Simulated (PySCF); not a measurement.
## Static response to an electric field

Compound: C₅H₈ClF.
Atom-mapped SMILES: `[CH3:1]/[C:2]([F:3])=[C:4](/[CH3:5])[CH2:6][Cl:7]` (hydrogens: H8, H9, H10 on C1; H11, H12, H13 on C5; H14, H15 on C6)

Cartesian coordinates in Å at the PBE0-D3(BJ)/def2-SVP level; atoms count from 1:
```xyz
15
C5H8ClF angstrom
C      2.1024   -0.1835    0.1435
C      0.7321   -0.6987   -0.1064
F      0.7661   -1.9888   -0.4812
C     -0.4603   -0.0904   -0.0128
C     -1.7368   -0.7963   -0.3492
C     -0.5769    1.3297    0.4192
Cl    -1.1071    2.4035   -0.9364
H      2.5607   -0.7084    0.9976
H      2.1211    0.8939    0.3402
H      2.7325   -0.3864   -0.7360
H     -2.2746   -0.2422   -1.1349
H     -2.4031   -0.8410    0.5290
H     -1.5557   -1.8189   -0.6990
H     -1.3446    1.4411    1.1983
H      0.3617    1.7493    0.7961
```

Level: wB97X-D/def2-SVPD (PySCF), static field, nuclei fixed, core orbitals frozen in the response. The polarisability tensor in these axes (au):

```
x    89.57 -10.75   3.63
y   -10.75  82.04  -2.97
z     3.63  -2.97  63.16
```

Problem. What are the eigenvalues, a third of the trace, and Δα (Δα² = ½Σ(αi − αj)² over the three pairs)?

Solution. Principal values 62.52, 74.42 and 97.83 au; mean 78.25 au = 11.60 Å³ = 12.90 × 10⁻⁴⁰ C²·m²/J; Δα = 31.11 au (40 % of the mean).

Problem. What is the dipole moment, and where does it point?

Solution. (0.99, -0.22, 1.76) D, 2.03 D in size, pointing from the negative to the positive side. Measured along this direction, the outermost atoms are H11 at the negative end and H8 at the positive end.

Problem. Molar refractivity from α?

Solution. Lorentz–Lorenz: R = (4π/3)N_A α = 2.5225 cm³/(mol·Å³) × 11.60 Å³ = 29.3 cm³/mol, in the limit of long wavelengths.

Problem. Sum over states: ᾱ = Σ f/ω², ω in Eh. What share falls to these 6 lowest TDDFT singlets (eV, f)? 6.49, 0.3354; 6.96, 0.0086; 6.99, 0.0812; 7.08, 0.0141; 7.65, 0.1458; 7.95, 0.0097.

Solution. They add up to 9.43 au, 12.1 % of the 78.25 au; the largest single term is 5.90 au, from the state at 6.49 eV. Terms in order: 5.90, 0.13, 1.23, 0.21, 1.84, 0.11 au. Higher excitations give the rest. The strengths listed sum to 0.595.

Problem. Traceless (Buckingham) quadrupole moment about the centre of nuclear charge: eigenvalues?

Solution. -10.57, 2.80, 7.77 D·Å. The values depend on the origin, since the dipole doesn't vanish. The electronic extent ⟨r²⟩ about the same centre is 1126 bohr², a root-mean-square distance of 2.22 Å for the 64 electrons.

Isolated species at its PBE0-D3(BJ)/def2-SVP geometry (one conformer only).

The pairwise dispersion term of wB97X-D wasn't added to the energies; at a given geometry it leaves orbitals and properties as they are.
